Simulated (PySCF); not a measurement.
# How methods differ on the excitation energy of Ta

Ta [Xe] 4f14 5d3 6s2 (4F) → Ta [Xe] 4f14 5d3 6s1 6p1 (high-spin determinant), as a difference of total energies. Calculation: PySCF 2.14, in def2-TZVPPD with the def2 core potential (60 electrons) (6s5p3d2f1g, 59 functions); a scalar-relativistic core potential. Correlated levels: valence: 5s2 5p6 frozen; valence and next inner shell: nothing frozen outside the core potential. The calculations carry no spin-orbit coupling.

| method | excitation energy (eV) |
| --- | --- |
| UHF | 1.196 |
| LDA | 2.838 |
| PBE | 2.555 |
| PBE0 | 2.360 |
| r2SCAN | 2.121 |
| BLYP | 3.000 |
| TPSS | 2.478 |
| TPSSh | 2.429 |
| r2SCANh | 2.125 |
| MP2 (valence) | 2.173 |
| SCS-MP2 (valence) | 2.511 |
| MP2 (valence and next inner shell) | 2.474 |
| SCS-MP2 (valence and next inner shell) | 2.699 |

Problem. How much does correlation contribute at MP2 (valence and next inner shell)?

Solution. 2.474 − (1.196) = 1.278 eV, measured against UHF.

The determinant of the upper state mixes LS terms, which raises its energy above the lowest term, most at the Hartree-Fock and MP2 levels.
